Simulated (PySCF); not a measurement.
Isomers of C4H6F2O, one GFN2-xTB conformer each. Single-point energies are computed at B3LYP/def2-SVPD (PySCF, gas phase, no added dispersion term), electronic only.

Question: Rank them by B3LYP/def2-SVPD energy, lowest first (kcal/mol).
A. `[CH2:1]=[C:2]([CH2:3][F:4])[O:5][CH2:6][F:7]` with C1–C2–C3–F4 17°, C1–C2–O5–C6 -8°, C2–O5–C6–F7 72°
B. `[CH2:1]=[C:2]([O:3][CH3:4])[CH:5]([F:6])[F:7]` with C1–C2–O3–C4 0°, C1–C2–C5–F6 59°
C. `CC1[C@@H](F)O[C@@H]1F`
D. `[F:1][C@@H:2]1[CH2:3][CH2:4][C@@H:5]([F:6])[O:7]1` with F1–C2–C3–C4 -87°, C2–C3–C4–C5 -34°, C3–C4–C5–F6 -87°, C4–C5–O7–C2 -12°
E. `[CH3:1][C@@H:2]([F:3])[C@@H:4]([F:5])[CH:6]=[O:7]` with C1–C2–C4–F5 -44°, C2–C4–C6–O7 47°

Answer: D (0.0), E (15.7), C (19.2), B (27.6), A (28.5).

As drawn, the highest has a C=C bond outside aromatic rings, which the lowest lacks. Neighbours under 2.5 kcal/mol apart (C=C(OC)C(F)F and C=C(CF)OCF) can change places with a better method, another conformer or zero-point energy. GFN2-xTB itself gives, in the same order: 0.0, 31.3, 19.7, 33.4, 31.9. Both levels put the same isomer lowest; measured from each level's own lowest isomer, the values differ by up to 15.6 kcal/mol (C[C@@H](F)[C@@H](F)C=O: 31.3 against 15.7).

Which frontier levels, dipoles and rotational constants go with these structures?

```
                SMILES  HOMO (eV, B3LYP/def2-SVPD)  LUMO (eV)  dipole (D)     A, B, C (MHz)
 F[C@@H]1CC[C@@H](F)O1                       -9.15       0.35        2.22  5236, 2173, 1861
C[C@@H](F)[C@@H](F)C=O                       -8.00      -1.98        0.98  3532, 1927, 1682
 CC1[C@@H](F)O[C@@H]1F                       -8.61       0.29        2.44  4152, 2344, 1676
          C=C(OC)C(F)F                       -7.05      -0.38        3.07  5077, 1575, 1539
            C=C(CF)OCF                       -7.19      -0.15        1.64  7230, 1337, 1197
```

As an exercise, what shares would exp(−E/RT) give at 2000 K from these electronic energies alone (no entropy, no degeneracies)?

RT = 3.974 kcal/mol: F[C@@H]1CC[C@@H](F)O1 97.2 %, C[C@@H](F)[C@@H](F)C=O 1.9 %, CC1[C@@H](F)O[C@@H]1F 0.8 %, C=C(OC)C(F)F 0.1 %, C=C(CF)OCF 0.1 %.
